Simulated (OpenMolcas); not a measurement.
Pd5+ among 4 point charges of -1 e arranged as a tetrahedron (Td), 2.38 Å from the ion.
```
   1.3741    1.3741    1.3741  -1.00
   1.3741   -1.3741   -1.3741  -1.00
  -1.3741    1.3741   -1.3741  -1.00
  -1.3741   -1.3741    1.3741  -1.00
```

```
Program             : OpenMolcas
Method              : SS-CASPT2, IPEA 0.25 Eh, imaginary shift 0.1 Eh (closed shells correlated: 4s 4p)
Basis               : ANO-RCC-VDZP [6s5p3d1f]
Scalar Hamiltonian  : DKH2, point nucleus
Active space        : 5 electrons in 5 orbitals (4d)
State averaging     : 2S+1 = 6 even, 1 root; 2S+1 = 4 even, 24 roots; 2S+1 = 2 even, 75 roots
Spin-orbit coupling : RASSI with atomic mean-field integrals over the reference wave functions
```

(1) What is the spin-free ground state (labels of Td)?

(2) What are the lowest two levels with spin-orbit coupling?

(3) What is χT at 300 K, and how does it compare with the textbook value?

Results:

(1) 6A1, 1-fold in its orbital part, 100 % from free-ion S terms; it has the highest spin that d5 allows.

(2) A 4-fold level Γ8, then a 2-fold level Γ7 0 cm-1 above it. Their leading multiplicities are 6 (98 %) and 6 (98 %).

(3) The lowest level has 2S+1 = 6, for which the spin-only value is χT = S(S+1) / 2 = 4.375 cm3 K/mol (g = 2). The computed 4.356 at 300 K differs by -0.019, through a little spin-orbit mixing out of the ground term, against the free-electron g of 2.0023, which raises it.

Roots that are degenerate in the reference are averaged as groups; the widest CASPT2 spread within a group is 96 cm-1 (the 2-fold group of multiplicity 2 near 55300 cm-1 above the lowest state of its run). Shifts and gaps below about the spread of the groups concerned are not significant. Point charges give a weaker field than real ligands, and real ions of this kind are as a rule low spin; the high spin found here belongs to the model. Free-ion shares, where given, are those of the reference states; single-state CASPT2 does not remix them. This is an electrostatic model: the charges have no orbitals. A group larger than the point group allows holds several states that coincide in this model. No measured value stands beside these numbers.
